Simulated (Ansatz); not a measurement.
Geometry optimisation, RKS PBE-D4/def2-SVP in Ansatz 0.2.0.

Input:

```yaml
crystal:
  periodic: [false, false, false]
  atoms:
    - { symbol: W, position_ang: [0.0, 0.0, 0.0] }
    - { symbol: Cl, position_ang: [0.0, 0.0, 2.74] }
    - { symbol: H, position_ang: [1.72, 0.0, 0.0] }
    - { symbol: H, position_ang: [0.0, 1.72, 0.0] }
    - { symbol: H, position_ang: [-1.72, 0.0, 0.0] }
    - { symbol: H, position_ang: [0.0, -1.72, 0.0] }
    - { symbol: H, position_ang: [0.0, 0.0, -1.72] }
    - { symbol: Br, position_ang: [1.8861, 1.9648, 0.905] }
    - { symbol: H, position_ang: [1.0602, 1.1044, 2.2512] }
basis:
  gaussian: { orbitals: def2-SVP }
hamiltonian:
  xc: pbe
  dispersion: d4
relax:
  f_tol: 0.15
  max_steps: 25
  restrain:
    - { distance: [0, 7], at: 3.77, k: 30.0 }
    - { distance: [8, 1], at: 2.57, k: 30.0 }
    - { distance: [0, 1], at: 2.39, k: 30.0 }
    - { distance: [8, 7], at: 1.55, k: 30.0 }
```

Command:

```bash
$ ansatz run input.yaml --threads 2 --pin off --max-ram 3072MiB --backend cpu --events-out ev --progress --plain --runs-dir out
```

**Question.** Where does it end, and by what steps?

**Answer.** It converged. The restraints hold the end off the free minimum; the threshold counts their pulls, which the force column leaves out. Restrained pairs: W1–Br8 (2.87 → 3.79 Å), Cl2–H9 (1.61 → 2.57 Å), W1–Cl2 (2.74 → 2.37 Å), Br8–H9 (1.80 → 1.51 Å). After 13 steps the energy has fallen by 5.407 eV (the restraints' own energy left out); H9 moved furthest, 0.76 Å.

| step | energy less start (eV) | largest force component (eV/Å) | accepted |
| --- | --- | --- | --- |
| 0 | 0.0000 | 6.096 | yes |
| 1 | -0.2236 | 8.403 | yes |
| 2 | -1.5751 | 5.500 | yes |
| 3 | -3.1921 | 2.215 | yes |
| 4 | -4.5550 | 1.420 | yes |
| 5 | -5.1836 | 0.854 | yes |
| 6 | -5.2487 | 1.119 | yes |
| 7 | -5.2684 | 1.284 | yes |
| 8 | -5.2876 | 1.228 | yes |
| 9 | -5.3530 | 1.236 | yes |
| 10 | -5.2831 | 1.363 | no |
| 11 | -5.3862 | 1.257 | yes |
| 12 | -5.4062 | 1.250 | yes |
| 13 | -5.4068 | 1.240 | yes |

```xyz
9
Properties=species:S:1:pos:R:3
W -0.475 -0.481 0.349
Cl -0.174 -0.152 2.676
H 1.112 -0.068 0.156
H -0.086 1.107 0.144
H -1.634 0.368 -0.559
H 0.386 -1.640 -0.554
H 0.082 0.087 -1.131
Br 2.107 2.238 0.907
H 1.628 1.610 2.189
```

Run time: 70 s on 2 threads of Arm Neoverse V1 (shared host), peak memory 0.24 GiB.
